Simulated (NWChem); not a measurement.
System: C₃H₇FSi; SMILES C/C([SiH3])=C/F

Input file for NWChem:

```
start job
memory heap 200 mb stack 900 mb global 1100 mb
geometry units angstroms noautoz
  C     -1.851765    -0.836640     0.000000
  C     -0.548590    -0.089473     0.000000
  Si     1.100655    -1.004122     0.000000
  C     -0.532233     1.243068     0.000000
  F      0.610428     1.935590     0.000000
  H     -2.716949    -0.154966     0.000000
  H     -1.938896    -1.490567     0.883202
  H     -1.938896    -1.490567    -0.883202
  H      1.907806    -0.675168    -1.213181
  H      1.907806    -0.675168     1.213181
  H      0.813489    -2.471464     0.000000
  H     -1.409592     1.900848     0.000000
end
basis spherical
  C library 6-31g*
  Si library 6-31g*
  F library 6-31g*
  H library 6-31g*
end
dft
  xc m06
  iterations 150
  mulliken
end
task dft energy
```

The geometry was optimised at PBE0/def2-SVP. Not confirmed as a minimum by frequencies.

**Question.** Give the results of this calculation. (M06/6-31G* (spherical d).) Quantities: energy (Ha); highest occupied level (eV); orbital gap (eV); dipole (D).

**Answer.** 
| Property | Result |
|---|---|
| energy (Ha) | -507.67 |
| highest occupied level (eV) | -7.10 |
| orbital gap (eV) | 7.27 |
| dipole (D) | 1.66 |
